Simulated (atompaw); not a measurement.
**How hard is this N PAW (atompaw) potential?**

N (Z = 7), PAW, made with atompaw 4.2.0.5 (PBEsol, scalar-relativistic). Core [He], reference 2s1.5 2p3.5. Waves: 2s (bound): rc 1.00 bohr; 2s channel at 2.25 Ry: rc 2.25 bohr; 2p (bound): rc 2.25 bohr; 2p channel at 4.15 Ry: rc 2.25 bohr. Local part: troulliermartins scheme with l = 2 at 0.5 Ry, radius 1.60 bohr. Core correction: smooth core density matched at 2.25 bohr. Augmentation charge: besselshape compensation charge, radius 1.80 bohr; PAW radius 2.25 bohr; waves and projectors: custom polynom vanderbiltortho.

The pseudo-atom Hamiltonian at the reference potential is diagonalised in spherical Bessel functions j_l(qr) that vanish at 20 bohr, with q² up to the cutoff. All-electron valence levels (Ry): 2s -1.3735, 2p -0.5331.

Task: How do the lowest levels (Ry) of each channel move with the cutoff, and are there ghosts?

Result:

```tsv
cutoff (Ry)	s #1	p #1	d #1	d #2	f #1	f #2	Σ f·Δε (mRy)
8	-1.3287	-0.4496	0.0767	0.1811	0.1191	0.2583	359.8
15	-1.3331	-0.5326	0.0767	0.1810	0.1191	0.2583	62.4
21	-1.3450	-0.5328	0.0767	0.1810	0.1191	0.2583	43.9
35	-1.3663	-0.5331	0.0767	0.1810	0.1191	0.2583	10.9
45	-1.3718	-0.5331	0.0767	0.1810	0.1191	0.2583	2.6
60	-1.3734	-0.5331	0.0767	0.1810	0.1191	0.2583	0.3
400	-1.3735	-0.5331	0.0767	0.1810	0.1191	0.2583	0.0
```

Result: no extra level below or beside the all-electron valence levels (s, p, d, f tested); 10 mRy is reached at 40 Ry and 1 mRy at 50 Ry.
